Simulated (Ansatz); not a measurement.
Reaction (atomization): `S[SiH]1C[SiH2]N1` → C• + 7 H• + N• + S• + 2 Si•

Computed with Ansatz on PBE0-D4/def2-TZVP structures; ΔE is electronic, products minus reactants. CCSD(T)/CBS is the MP2 limit (def2-TZVPP, def2-QZVPP) plus CCSD(T) − MP2 in def2-TZVPP, frozen cores. This one scheme is used for every species, atoms too. For atomizations the MP2-based limit and the directly extrapolated one differ by several kJ/mol either way, and by 10 to 25 for some Ge, Se and Sn compounds, so smaller differences from it don't rank the levels. DFT in def2-TZVPP. B3LYP here is the variant with VWN-RPA as its local correlation; programs differ in this. No spin–orbit coupling; open shells (•) take unrestricted orbitals. Spin–orbit coupling would lower the free atoms: a little for C, S, Si. Each species was taken in one conformer, which may not be the lowest.

```
           level  ΔE (eV)
        B3LYP-D4    43.44
CCSD(T)/def2-SVP    40.11
```

Question: What does CCSD(T)/CBS give? (Estimate.)

Answer: The calculation gave: +43.59 eV. The listed levels differ from it by -0.15, -3.48 eV.

Largest T1 diagnostic among the species: 0.012.

In def2-TZVPP, CCSD(T) changes the Hartree–Fock value by +10.66 eV (the triples alone add +0.63 eV) and MP2 by +11.12 eV; breaking electron pairs costs correlation energy, which Hartree–Fock lacks. The D4 term adds +0.57 eV with B3LYP and +0.30 eV with PBE0; it sums over pairs of atoms, weighted by their polarisabilities, and B3LYP, whose exchange is more repulsive, gets the larger term. Leaving LDA and LC-ωPBE aside and taking each functional with its dispersion term where it has one, the values, not all of them listed here, spread over 1.33 eV, from BHLYP-D4 to ωB97X-V. LDA lies +5.63 eV from PBE without D4, its usual overbinding.
